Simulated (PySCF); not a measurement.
An unknown is described by computed data only.

Formula: C5H5F3O3.

- 13C NMR: chemical shifts (computed TMS as zero) by class: 147.6 (1 C), 131.5 (1 C), 79.1 (1 C), 67.9 (1 C), 25.2 (1 C) ppm [GIAO PBE0/pcSseg-1]
- Rotational structure: rotational constants A, B, C: 2.067, 0.791, 0.650 GHz [GFN2-xTB]
- NMR, other nuclei: isotropic shieldings of nuclei other than C and H, by class: -3 (1 O), 183 (1 O), 190 (1 O), 268 (3 F) ppm [GIAO PBE0/pcSseg-1]
- 1H NMR: chemical shifts (computed TMS as zero) by class: 4.66 (1 H), 4.65 (1 H), 4.47 (1 H), 2.15 (1 H), 1.89 (1 H) ppm [GIAO PBE0/pcSseg-1]
- Dipole: 5.79 D [PBE0/pcSseg-1]

Electronic properties: PySCF, gas phase, density fitting. Levels stand in brackets. Geometry: GFN2-xTB, one conformer, isolated molecule. Each NMR value is the plain mean over a class of atoms that symmetry, rotation or inversion makes alike.

Q: Give a SMILES that accounts for the data.

A: Numbering: `[O:1]=[C:2]1[O:3][CH2:4][CH2:5][C@H:6]([C:7]([F:8])([F:9])[F:10])[O:11]1`. Its formula, C5H5F3O3, gives 2 degrees of unsaturation: 1 ring and 1 π bond in the structure found. 5 carbons fall into 5 classes; from least to most shielded: carbonate carbon [C2] (147.6 ppm), CF3 carbon [C7] (131.5 ppm), ring sp3 carbon bound to oxygen [C6] (79.1 ppm), ring sp3 carbon bound to oxygen [C4] (67.9 ppm), ring CH2 carbon [C5] (25.2 ppm). Hydrogen classes from least to most shielded: 1 H on an sp3 carbon bound to oxygen, C4 (4.66 ppm), 1 H on an sp3 carbon bound to oxygen, C6 (4.65 ppm), 1 H on an sp3 carbon bound to oxygen, C4 (4.47 ppm), 1 H on a ring CH2 carbon, C5 (2.15 ppm), 1 H on a ring CH2 carbon, C5 (1.89 ppm). The other shieldings belong to: -3 ppm, carbonate carbonyl oxygen [O1]; 183 ppm, oxygen singly bound to a carbonyl carbon [O11]; 190 ppm, oxygen singly bound to a carbonyl carbon [O3]; 268 ppm, fluorine of a CF3 group [F8/F9/F10]. The optimised geometry has point group C1 and is an asymmetric top. Structure: `FC(F)([C@H]1CCOC(=O)O1)F`. Computed isomers that give other values at the same levels: `C=C(OC(C)=O)OC(F)(F)F` (13C chemical shifts (computed TMS as zero) by class: 171.7 (1 C), 159.1 (1 C), 128.6 (1 C), 85.4 (1 C), 24.0 (1 C) ppm). The assignments are read from this structure; whether some other isomer fits the data as well wasn't checked. The mirror image fits equally.
